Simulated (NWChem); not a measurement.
System: CH₄OTe; SMILES [TeH]OC

Here is an NWChem input.

```
start job
memory heap 200 mb stack 900 mb global 1100 mb
geometry units angstroms noautoz
  Te     0.009162    -0.585139     0.039284
  H     -0.602914    -0.635227    -1.519043
  O      0.636737     1.310749    -0.067610
  C     -0.336429     2.314274     0.047747
  H     -0.936688     2.234589     0.973017
  H      0.202760     3.276148     0.068514
  H     -1.034684     2.333051    -0.810851
end
basis spherical
  * library def2-svpd
end
ecp
  Te library def2-ecp
end
dft
  xc pbe0
  iterations 150
end
tddft
  cis
  nroots 6
  notriplet
end
task tddft energy
```

Structure relaxed at the PBE0/def2-SVP level. Not confirmed as a minimum by frequencies. def2 effective core potentials on Te; no spin-orbit coupling.

Vertical excitations in the gas phase.

Question: Give the results of this calculation. (PBE0/def2-SVPD with def2 effective core potentials on Te, TDA.) Quantities: lowest excitation, singlet (eV); oscillator strength of that lowest state; lowest state with f > 0.02, singlet (eV); oscillator strength of that bright state; orbital gap (eV).

Answer: 
```
Item                                      Result
----------------------------------------  ------
lowest excitation, singlet (eV)             3.03
oscillator strength of that lowest state   0.002
lowest state with f > 0.02, singlet (eV)    6.04
oscillator strength of that bright state   0.126
orbital gap (eV)                            4.46
```
